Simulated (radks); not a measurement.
The numbers below are computed, except where a source is named.
Spherical quantum dot in the effective-mass picture: electrons in a hard-walled sphere of radius 1.74, with a point charge +2 (a donor) at the centre, all in effective atomic units (hartree* = m*/eps^2 hartree, bohr* = eps/m* bohr), one dielectric constant everywhere. Level of theory: non-relativistic Kohn-Sham, LDA (Slater exchange, Perdew-Wang correlation), spin-polarised, spherical densities (a radial shooting solver with Libxc functionals). Levels are named by radial order and angular momentum (1s, 1p, 1d, 2s, ...), and open shells are averaged over m. Results are scaled to m* = 0.039 and eps = 12.7, for which hartree* = 6.58 meV and bohr* = 17.23 nm.

N = 3, configuration 1s2 1p(up 1, down 0). This is the lowest configuration that the search found. Occupied and some empty levels:

level    occupation  eigenvalue (meV)  <r> (nm)
1s up             1            5.8017     12.08
1s down           1            6.4338     11.97
1p up             1            21.954     17.22
1p down           0            22.817     17.21
2s up             0            33.981     15.34
2s down           0            34.590     15.42
1d up             0            36.971     19.23
1d down           0            37.856     19.23
1f up             0            54.283     20.48
1f down           0            55.152     20.50

Energy (meV): total 4.77184, kinetic 50.977, external -67.133, Hartree 33.292, exchange-correlation -12.364.

Electron density:

r (nm)  n(r) (e/nm^3)
2.10        0.0005632
4.36        0.0003486
6.62        0.0002254
8.88        0.0001526
11.1        0.0001073
13.4       0.00007700
15.7       0.00005494
17.9       0.00003783
20.2       0.00002420
22.4       0.00001371
24.7        6.260e-06
27.0        1.872e-06
29.2        1.093e-07
